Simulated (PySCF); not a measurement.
Checking a proposed structure

A compound C₇H₁₂N₂O gives the data below (simulated from a calculation) and was assigned the structure `C=CC1=NN(C)C[C@@H]1OC`.

¹³C{¹H} NMR (computed): δ 164.7 (CH), 161.5 (CH), 158.7 (C), 120.6 (CH2), 57.1 (CH), 49.5 (CH3), 29.1 (CH3).

¹H NMR (400 MHz, computed): δ 8.24 (d, 1H), 7.69 (d, 1H), 7.08 (br, 1H), 5.41 (br s, 1H), 4.88 (br s, 1H), 4.78 (m, 1H), 3.71 (s, 3H), 2.47 (s, 3H).

One averaged value for each set of equivalent atoms, no relativistic terms, one computed conformer, no solvent. Coordinates at the GFN2-xTB level; σ from GIAO-PBE0/pcSseg-1; PySCF 2.14.

Referencing at the same level of theory: TMS for ¹H and ¹³C.

(1) Compare with the shifts computed for the proposed structure, pairing carbons in order of shift.

(2) Which isomer fits?

Answers

(1) Numbering as in the mapped SMILES `[CH2:1]=[CH:2][C:3]1=[N:4][N:5]([CH3:6])[CH2:7][C@@H:8]1[O:9][CH3:10]`. Hydrogens are named by the atom that carries them.

| atom | computed for proposal | given list | difference |
| --- | --- | --- | --- |
| C3 | 147.1 | 164.7 | -17.6 |
| C2 | 137.5 | 161.5 | -24.0 |
| C1 | 119.9 | 158.7 | -38.8 |
| C8 | 89.3 | 120.6 | -31.3 |
| C7 | 61.8 | 57.1 | +4.7 |
| C10 | 59.1 | 49.5 | +9.6 |
| C6 | 42.2 | 29.1 | +13.1 |

The rms difference is 22.8 ppm and the largest -38.8 ppm at C1 (terminal =CH2 carbon). The carbon types in order of shift don't match either: C, CH, CH2, CH, CH2, CH3, CH3 for the proposal against CH, CH, C, CH2, CH, CH3, CH3 in the data. The proposal doesn't fit.

(2) SMILES C=C(C)[C@@H](/C=N/C)NC=O.

1. Carbon types of the structure: 1 × C, 3 × CH, 1 × CH2, 2 × CH3, leaving 1 H on heteroatoms.
2. δC 164.7: C=N carbon.
3. δC 161.5: amide carbonyl carbon; it is a carbonyl in resonance with an O or N lone pair, the region of acids, esters and amides.
4. δC 158.7: fully substituted alkene carbon; the olefinic region.
5. δC 120.6: terminal =CH2 carbon; as expected for a trigonal carbon in a double bond.

Other isomers checked: COc1ccnn1C(C)C (rms 38.2 ppm).

This is the structure that produced the data.

OH/NH shifts are gas-phase values; hydrogen bonding in solution moves them, usually downfield. Amide-type NH protons are broadened by 14N but still split neighbouring CH signals. Shifts are as computed. Against solution values, carbons near 30 ppm lie about +3 ppm off and those near 130 ppm about +5 ppm. Of 1211 compounds with measured shifts, 218 miss one by over three times the rms of a fit or turn the order of signals round; such compounds aren't used in these exercises. The C=O carbon of an acid or of an amide with N–H lies up to 10 ppm further downfield in solution, through hydrogen bonding that the calculation lacks. Multiplicities follow the n + 1 count of equivalent neighbours, as no J values were calculated; m marks all less simple cases, F and P coupling included.
